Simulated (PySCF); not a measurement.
Gas-phase reaction: InH₃ + C₃H₆ (propylene) → In(CH₃)₃

Method: PySCF energies plus ideal-gas RRHO corrections (1 bar). † marks an energy on the PBE0/def2-TZVP geometry and frequencies; other levels use their own. MP2 and CCSD(T) freeze the core. All species are closed-shell singlets. B3LYP is the form with VWN-RPA correlation. In: scalar-relativistic def2 core potential, no spin-orbit coupling. Methyl groups turn as free rotors in In(CH₃)₃. InH₃: computed as isolated molecules; such fragments, hydroxides, amides, oligomers or adducts are transient or little studied in the gas. MP2 isn't extrapolated to the basis-set limit; its ΔH°(298 K) is -132.0 kJ in def2-SVP and -172.6 kJ in def2-TZVPP. CCSD(T) isn't extrapolated to the basis-set limit. The harmonic model lacks anharmonicity and excited electronic states, which grow with temperature; levels with a mode under 35 cm⁻¹ are left out. Internal rotation in C₃H₆ (propylene) is treated as a harmonic vibration of one conformer, which makes the entropy rough. Soft modes under 120 cm⁻¹ make the harmonic entropy rough for In(CH₃)₃.

| level | ΔE electronic, kJ | ΔH°(298 K), kJ | ΔS°(298 K), J/K | ΔG°(800 K), kJ |
|---|---|---|---|---|
| B3LYP/def2-TZVP† | -140 | -118 | -123 | -21 |
| CCSD(T)/def2-SVP† | -133 | -111 | -123 | -14 |
| M06-2X/def2-TZVP† | -175 | -154 | -123 | -56 |
| MP2/def2-TZVPP† | -194 | -173 | -123 | -75 |
| PBE/def2-SVP | -145 | -122 | -121 | -26 |
| PBE/def2-TZVP† | -159 | -137 | -123 | -40 |
| PBE0/def2-SVP† | -151 | -129 | -123 | -32 |
| LDA/def2-TZVP† | -175 | -154 | -123 | -56 |
ΔH° is lowest at MP2/def2-TZVPP† and highest at CCSD(T)/def2-SVP†. No reference value is set beside these.
